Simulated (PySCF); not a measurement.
Question: Give a PBE0-D3(BJ)/def2-SVP geometry of InChI=1S/B2F2H5P/c3-2(4)1-5/h1H2,5H3.

Answer: 
```
atom  x, y, z in Å
F1     2.8275   -0.5736   -0.2004
B2     1.6182   -0.2059    0.1981
F3     1.5967    0.2848    1.4467
B4     0.2352   -0.3493   -0.7710
P5    -1.2343    0.3231    0.2539
H6    -0.0620   -1.5090   -1.0141
H7     0.2620    0.3417   -1.7773
H8    -2.5311    0.2832   -0.3134
H9    -1.1772    1.6795    0.6549
H10   -1.4852   -0.2948    1.5022
```

Orientation and origin are arbitrary. Atoms count from 1 in this order. B4 (four-coordinate boron) is distorted tetrahedral (angles from 104.7° to 113.9°). B2 (three-coordinate boron) is planar (angles 123.4°, 123.3° and 113.3°, sum 360.0°, 0.00 Å off the plane of its three neighbours). P5 (phosphorus bonded to B and 3 H) is distorted tetrahedral (angles from 100.1° to 118.6°). The 5 heavy atoms lie in one plane (0.003 Å rms).

Bonds between heavy atoms (Å): F1–B2 1.325, B2–F3 1.342, B2–B4 1.695, B4–P5 1.914.

Computed with PBE0-D3(BJ)/def2-SVP geometry optimisation, gas phase (PySCF 2.14.0).

No frequency check. One conformer, not necessarily the lowest (F1–B2–B4–P5 180°).

Time: 34 s; peak memory 0.41 GiB. Hardware: one thread, Arm Neoverse V1 (aarch64), shared host with 32 logical CPUs at a one-minute load of 22. That covers the optimisation of the geometry.
